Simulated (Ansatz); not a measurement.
Na6Pt⁻. The state is a doublet with charge -1. Geometry PBE0-D4/def2-SVPD.

```xyz
7

Pt    0.4009    0.2213   -0.0801
Na    1.7383   -1.5006   -1.7775
Na   -0.1655   -2.2805    1.0500
Na   -0.1589    2.6348   -1.2459
Na   -1.6116   -0.5382   -1.8578
Na   -1.7580    1.0279    1.4901
Na    1.5549    0.4352    2.4213
```

In the def2 sets Pt takes a core potential; there is no spin–orbit coupling. At PBE-D4/def2-SVPD, PBE-D4/def2-TZVPD the highest occupied level of the charge -1 doublet lies above zero (up to 0.07 eV). By energy differences its removal costs 1.22 eV (vertical, to the charge 0 singlet, at PBE-D4/def2-TZVPD); a positive level beside a positive removal energy at the same level points to self-interaction error. At r2SCAN-D4/def2-TZVPD, CAM-B3LYP-D4/def2-TZVPD the charge -1 doublet is spin-contaminated (final ⟨S²⟩ up to 1.42, 0.75 for a pure state). The structure comes from a short search, and lower isomers may exist.

Q: Estimate the α-spin orbital energies around the gap (eV) in Ansatz with PBE-D4/def2-SVPD, PBE-D4/def2-TZVPD, r2SCAN-D4/def2-TZVPD, BHLYP-D4/def2-TZVPD, CAM-B3LYP-D4/def2-TZVPD.

A: 
```
orbital  PBE-D4/def2-SVPD  PBE-D4/def2-TZVPD  r2SCAN-D4/def2-TZVPD  BHLYP-D4/def2-TZVPD  CAM-B3LYP-D4/def2-TZVPD
HOMO−13            -24.72             -24.57                -25.76               -31.41                   -29.42
HOMO−12            -24.71             -24.57                -25.76               -31.40                   -29.41
HOMO−11            -24.71             -24.56                -25.76               -31.40                   -29.41
HOMO−10            -24.71             -24.56                -25.73               -31.40                   -29.41
 HOMO−9            -24.70             -24.55                -25.73               -31.40                   -29.40
 HOMO−8             -2.53              -2.51                 -2.83                -3.77                    -4.26
 HOMO−7             -1.33              -1.31                 -1.53                -3.53                    -3.61
 HOMO−6             -1.33              -1.31                 -1.52                -3.52                    -3.61
 HOMO−5             -1.24              -1.23                 -1.44                -3.41                    -3.50
 HOMO−4             -1.24              -1.22                 -1.43                -3.40                    -3.50
 HOMO−3             -1.21              -1.19                 -1.40                -3.38                    -3.47
 HOMO−2             -0.04              -0.04                 -0.24                -0.60                    -0.90
 HOMO−1             -0.03              -0.03                 -0.11                -0.58                    -0.90
   HOMO              0.06               0.07                 -0.10                -0.47                    -0.79
   LUMO              0.63               0.63                  0.75                 1.37                     1.47
 LUMO+1              1.07               1.06                  1.14                 1.72                     1.81
 LUMO+2              1.07               1.06                  1.27                 1.72                     1.81
 LUMO+3              1.54               1.46                  1.50                 1.89                     1.96
 LUMO+4              1.54               1.46                  1.53                 1.89                     1.96
 LUMO+5              1.66               1.50                  1.59                 1.99                     2.06
 β HOMO              0.03               0.03                 -0.06                -0.50                    -0.80
 β LUMO              0.50               0.50                  0.63                 1.33                     1.43
```
